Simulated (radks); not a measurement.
Q: Bi4+, 79 electrons, occupied as [Kr] 4d10 4f14 5s2 5p5.75 5d10 6s1 5f0.25 (fractional occupations, a model configuration). All-electron calculation, Dirac Kohn-Sham, LDA (Slater exchange, VWN5 correlation), spin-unpolarised, spherical densities, point nucleus; open shells fill j = l - 1/2 first. Program: a radial shooting solver on a logarithmic mesh with Libxc functionals.

Spin-orbit splittings of the eigenvalues, e(l+1/2) - e(l-1/2), with zeta = 2 splitting/(2l+1) and mean radii in bohr:

shell  occ.  splitting (eV)  zeta (eV)  <r> j=l-1/2  <r> j=l+1/2
2p        6               ?          ?      0.05390      0.06294
3p        6           518.9      345.9       0.1616       0.1781
3d       10           110.1      44.03       0.1545       0.1595
4p        6           128.1      85.43       0.3778       0.4128
4d       10           23.92      9.568       0.4162       0.4273
4f       14           5.500      1.572       0.4378       0.4439
5p     5.75           25.12      16.74       0.8815       0.9698
5d       10           3.182      1.273        1.178        1.215
5f     0.25          0.1046    0.02990        2.644        2.668

Estimate the 2p splitting.

A: 2318 eV (zeta = 1545 eV).
